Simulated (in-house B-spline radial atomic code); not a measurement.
## Ionising the tungsten ion W⁸⁺ with different functionals

Computed with an all-electron radial atomic-structure program (B-spline basis): four-component Dirac-Coulomb Hamiltonian, Fermi nucleus of rms radius 5.3658 fm, spin-restricted, spherical fractional occupations for the functionals, and exact exchange of hybrids averaged over the configuration. The ionisation energy is the difference of two self-consistent energies, [Kr] 4d10 4f14 5s2 5p4 → [Kr] 4d10 4f14 5s2 5p3, without Breit or QED terms; ε is the level of the shell that loses the electron (mean over j). The electron is taken from both j subshells in proportion to 2j + 1, so the result is a j average, not the step between ground levels.

```csv
method,rung,ΔSCF (eV),-ε(5p) (eV)
PBE0,global hybrid,163.11,156.10
B3LYP,global hybrid,163.27,155.71
B97-1,global hybrid,163.08,155.67
LC-wPBE,range-separated hybrid,163.11,158.87
```

Q: Among the functionals, which spreads more, the ΔSCF values or the orbital energies?

A: The orbital energies: ΔSCF values span about 0.19 eV and the orbital energies 3.20 eV; here energy differences depend much less on the functional than eigenvalues do.

Q: How do they compare with the NIST value?

A: NIST lists 160 eV ± 1.2 (semi-empirical, ground level to ground level). Errors run from +2.88 to +3.07 eV. The correlated functionals all miss on the same side by more than they spread, so the cause is common to them (Breit-QED terms, spin polarisation, the choice among j levels, multiplet and fine-structure energies, or a listed next ion that isn't the cheapest removal here) and closeness doesn't rank the functionals.
